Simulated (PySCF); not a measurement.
# One molecule, several mistakes: C2H6OSi

Calculated results; nothing here was measured. The program is PySCF 2.14.0, an open-source quantum chemistry code, run on an isolated molecule that a program drew, which may never have been made. The molecule is C2H6OSi (charge 0, singlet), drawn as the SMILES string `COC[SiH]`.

Each row is a Hartree-Fock (HF) and frozen-core CCSD(T) single point in the cc-pV(D+d)Z basis, meant for a local HF minimum. Run 1 is clean. Each other run has one planted mistake out of seven kinds, and not every kind appears here: one electron removed, one electron added, multiplicity raised by two, geometry at a saddle point, minimal basis STO-3G, one bond length entered in bohr, all coordinates scaled. The reference is restricted for singlets and unrestricted otherwise, and also for a bond in bohr. Adding or removing an electron swaps singlet and doublet. Electrons count all cores. HOMO and LUMO are orbital energies over both spins, the gradient is its largest component, and the lowest frequency (negative if imaginary) is given only where the gradient is small. Bond lengths are over the 9 bonds as drawn. T1 is the CCSD diagnostic: over 0.02 (restricted) or 0.045 (unrestricted) a single reference is doubtful.

Geometry of the clean run:
```xyz
10
C2H6OSi, angstrom
C    -1.4079   -1.2642   -0.1416
O    -0.2106   -0.6256   -0.4435
C     0.2829    0.1999    0.5820
Si   -0.5160    1.9403    0.6844
H    -2.2088   -0.5500    0.0883
H    -1.7045   -1.8433   -1.0142
H    -1.2970   -1.9434    0.7125
H     1.3438    0.3771    0.3584
H     0.2766   -0.3216    1.5516
H     0.3733    2.3747    1.8376
```

| run | electrons | basis functions | <S^2> | HOMO (eV) | LUMO (eV) | gradient (hartree/bohr) | lowest frequency (cm^-1) | mean bond (Å) | longest bond (Å) | T1 | HF (hartree) | CCSD(T) (hartree) | mistake |
|---|---|---|---|---|---|---|---|---|---|---|---|---|---|
| 1 | 40 | 95 | 0.000 | -8.70 | 0.70 | 2.8e-05 | 119 | 1.3018 | 1.918 | 0.0124 | -442.94288 | -443.56640 | no fault |
| 2 | 40 | 30 | 0.000 | -6.07 | 5.90 | 4.4e-02 | - | 1.3018 | 1.918 | 0.0079 | -437.66694 | -437.89391 | minimal basis STO-3G |
| 3 | 39 | 95 | 0.769 | -15.94 | -6.82 | 4.8e-02 | - | 1.3018 | 1.918 | 0.0492 | -442.65867 | -443.26044 | one electron removed |
| 4 | 40 | 95 | 2.005 | -7.94 | 0.31 | 2.6e-02 | - | 1.3018 | 1.918 | 0.0179 | -442.91712 | -443.51974 | multiplicity raised by two |
| 5 | 40 | 95 | 0.000 | -8.84 | 0.51 | 4.1e-02 | - | 1.3720 | 2.021 | 0.0132 | -442.91926 | -443.55534 | ? |
| 6 | 41 | 95 | 0.772 | -0.80 | 8.30 | 1.9e-02 | - | 1.3018 | 1.918 | 0.0132 | -442.94401 | -443.57507 | ? |

**Which mistake was planted in run 5, and what did it cost?**

The mean and the longest bond both change by the same factor, 1.054, and the gradient is no longer small. So the mistake is: all coordinates scaled. Subtracting run 1 and multiplying by 627.51 kcal/mol a hartree, the energy moved by 14.8 kcal/mol in HF and 6.9 kcal/mol in CCSD(T).

**Which mistake was planted in run 6, and what did it cost?**

It counts 41 electrons, one more than the clean run, at the same geometry and basis. So the mistake is: one electron added. Subtracting run 1 and multiplying by 627.51 kcal/mol a hartree, the energy moved by -0.7 kcal/mol in HF and -5.4 kcal/mol in CCSD(T).

Cautions from the logs. Run 3: T1 is over the limit, so its CCSD(T) energy is less reliable.
